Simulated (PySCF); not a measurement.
Species: C4H2Cl3NO.
Atom-mapped SMILES: `[NH2:1][C:2](=[O:3])[C:4]#[C:5][C:6]([Cl:7])([Cl:8])[Cl:9]` (hydrogens: H10, H11 on N1)

Geometry (GFN2-xTB, Å), atoms numbered from 1 in this order:
```xyz
11
C4H2Cl3NO angstrom
N     -2.412    0.515   -0.512
C     -1.626   -0.584   -0.512
O     -1.995   -1.694   -0.803
C     -0.252   -0.297   -0.120
C      0.904   -0.174    0.191
C      2.271    0.031    0.568
Cl     2.659   -0.942    2.014
Cl     2.544    1.758    0.944
Cl     3.353   -0.447   -0.769
H     -2.062    1.421   -0.258
H     -3.381    0.416   -0.767
```

Computed, not measured: PBE0/def2-SVPD in PySCF (dipole) on a GFN2-xTB geometry, gas phase.

Masses are those of the commonest isotopes; rigid-rotor values at the optimised geometry. The values belong to one conformer with, in the numbering `[NH2:1][C:2](=[O:3])[C:4]#[C:5][C:6]([Cl:7])([Cl:8])[Cl:9]`, H–N1–C2–O3 180° and 0°.

(1) What are A, B and C (MHz)?

(2) Classify the top.

(3) Is it planar, by Δ = Ic − Ia − Ib?

(4) Give the other two planar moments, Paa and Pbb, and the rms extents of the mass along the axes.

(5) Where do the levels up to J = 3 lie, in K?

(6) Which types of transition are allowed, and where do some lines up to J = 5 fall?

(7) Estimate the classical rotational partition function at 25 K, 298.15 K and 500 K.

Answers

(1) Ia = 339.59, Ib = 1019.65, Ic = 1063.04 u·Å²; 505379 MHz·u·Å²/I gives A = 1488, B = 495.6, C = 475.4 MHz.

(2) A near-prolate asymmetric top: κ = (2 × 495.6 − 1488 − 475.4)/(1488 − 475.4) = -0.96.

(3) Not planar: Δ = Ic − Ia − Ib = -296.20 u·Å². For a rigid frame Δ = −2 Σ m c², so Σ m c² = 148.10 u·Å² lies off the ab plane: 0.00 from hydrogen and 148.10 from heavier atoms. The atom farthest from that plane is 1.46 Å away.

(4) Paa = Σ m a² = (Ib + Ic − Ia)/2 = 871.55 and Pbb = Σ m b² = (Ia + Ic − Ib)/2 = 191.49 u·Å². With the mass M = 184.92 u, the rms extents √(P/M) along a, b and c are 2.17, 1.02, 0.89 Å.

(5) Above 0(0,0), as E/k:
J = 1: 1(0,1) 0.047, 1(1,1) 0.094, 1(1,0) 0.095
J = 2: 2(0,2) 0.140, 2(1,2) 0.186, 2(1,1) 0.189, 2(2,1) 0.332, 2(2,0) 0.332
J = 3: 3(0,3) 0.280, 3(1,3) 0.325, 3(1,2) 0.331, 3(2,2) 0.472, 3(2,1) 0.472, 3(3,1) 0.713, 3(3,0) 0.713
The levels of one J sum to (2J + 1)J(J + 1)(A + B + C)/3.

(6) The dipole components are |μa| = 0.87 D, |μb| = 3.68 D, |μc| = 0.00 D; the mirror of this Cs structure is the ab plane, so μc vanishes by symmetry (the 0.01 D computed is a residue) and there are no c-type lines. The squared components, which scale the intensities, stand as 0.06 : 1.00 (a : b). Some of the stronger lines:

| type | branch | J(Ka,Kc) | MHz | lower level (cm⁻¹) |
| --- | --- | --- | --- | --- |
| b | Q | 3(1,2) ← 3(0,3) | 1065 | 0.194 |
| b | R | 5(1,4) ← 4(2,3) | 1997 | 0.458 |
| b | Q | 4(2,2) ← 4(1,3) | 2912 | 0.361 |
| b | R | 2(1,2) ← 1(0,1) | 2914 | 0.032 |
| b | R | 4(0,4) ← 3(1,3) | 2938 | 0.226 |
| b | Q | 3(2,1) ← 3(1,2) | 2949 | 0.230 |
| b | Q | 4(2,3) ← 4(1,4) | 3110 | 0.354 |
| b | R | 3(1,3) ← 2(0,2) | 3855 | 0.097 |
| b | R | 4(1,4) ← 3(0,3) | 4786 | 0.194 |
| b | R | 2(2,0) ← 1(1,1) | 4961 | 0.065 |
| b | Q | 5(3,2) ← 5(2,3) | 5006 | 0.620 |
| b | Q | 4(3,1) ← 4(2,2) | 5010 | 0.458 |
| b | Q | 3(3,0) ← 3(2,1) | 5012 | 0.328 |
| b | Q | 4(3,2) ← 4(2,3) | 5015 | 0.458 |
| b | R | 5(1,5) ← 4(0,4) | 5709 | 0.324 |
| b | R | 3(2,2) ← 2(1,1) | 5891 | 0.132 |
| b | Q | 5(4,2) ← 5(3,3) | 7018 | 0.787 |
| b | Q | 4(4,0) ← 4(3,1) | 7018 | 0.625 |
| b | R | 5(2,3) ← 4(1,4) | 7975 | 0.354 |
| b | R | 4(3,1) ← 3(2,2) | 8898 | 0.328 |
| b | Q | 5(5,0) ← 5(4,1) | 9024 | 1.021 |
| b | R | 5(3,2) ← 4(2,3) | 9871 | 0.458 |
| b | R | 4(4,1) ← 3(3,0) | 10903 | 0.495 |
| b | R | 4(4,0) ← 3(3,1) | 10903 | 0.495 |
| b | R | 5(4,2) ← 4(3,1) | 11874 | 0.625 |
| b | R | 5(4,1) ← 4(3,2) | 11874 | 0.625 |
| b | R | 5(5,1) ← 4(4,0) | 13880 | 0.859 |

(7) Point group Cs, symmetry number σ = 1; q = (√π/σ)·√((kT/h)³/(ABC)), k/h = 20836.6 MHz/K: 35600 at 25 K, 1470000 at 298.15 K, 3180000 at 500 K.

Not checked by GFN2-xTB frequencies. Zero-point vibration and centrifugal distortion are left out. Quadrupole hyperfine structure (14N, 35Cl) is left out.
